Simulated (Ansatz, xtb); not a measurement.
# Two spin states of CHB3

Structure I is `B1=C2BB12`, a singlet and structure II is the triplet with the links of `B1=C2BB12`. Both are isolated molecules in the gas phase, relaxed with B3LYP/6-31G*.

I (Å):

```xyz
5

C    -0.4575   -0.6018   -1.1349
B    -1.7673   -0.8828   -1.4974
B     0.3263    0.5951   -1.5814
B    -1.1945    0.4135   -2.0955
H     1.3825    1.1137   -1.4774
```

II (Å):

```csv
atom,x (Å),y (Å),z (Å)
C,-0.4311,-0.5847,-1.1350
B,-1.8306,-0.9147,-1.5031
B,0.3792,0.5217,-1.5121
B,-1.1950,0.4499,-2.1192
H,1.3670,1.1654,-1.5172
```

Question: Which of the two would you expect CCSD(T)/def2-TZVPP electronic energies to favour?

Answer: Structure I; the calculation gives E(II) − E(I) = +87.1 kJ/mol.

How the difference moves with the method:

```
             level      geometry  E(II) − E(I) (kJ/mol)  departure from the last row (kJ/mol)  job, with rough time for the two
      B3LYP/6-31G*  B3LYP/6-31G*                   +52.6                                 −34.5                optimisation, 24 s
     HF/def2-TZVPP  B3LYP/6-31G*                   −47.7                                −134.9           part of the CCSD(T) run
    MP2/def2-TZVPP  B3LYP/6-31G*                   +88.5                                  +1.4           part of the CCSD(T) run
CCSD(T)/def2-TZVPP  B3LYP/6-31G*                   +87.1                                                      single point, 56 s
```

HF/def2-TZVPP puts the two in the other order. The largest departure from CCSD(T)/def2-TZVPP is that of HF/def2-TZVPP, 134.9 kJ/mol. The closed-shell reference of I is unstable towards spin breaking, so its energies are less sure. Levels run at GFN2-xTB geometries aren't shown.

With harmonic frequencies from B3LYP/6-31G* (ideal gas, rigid rotor, one conformer each, 298.15 K, 1 atm): the zero-point term adds −5.3 kJ/mol; ΔH is +82.5 and ΔG +78.7 kJ/mol.

The T1 diagnostic of structure I is large, so the coupled-cluster value is less sure. Open shells are spin-unrestricted. The correlated steps freeze 4 core orbitals. ΔG holds the spin degeneracy. Programs: Ansatz 0.2.0; the last row on 1 thread of Arm Neoverse V2 on a shared host.
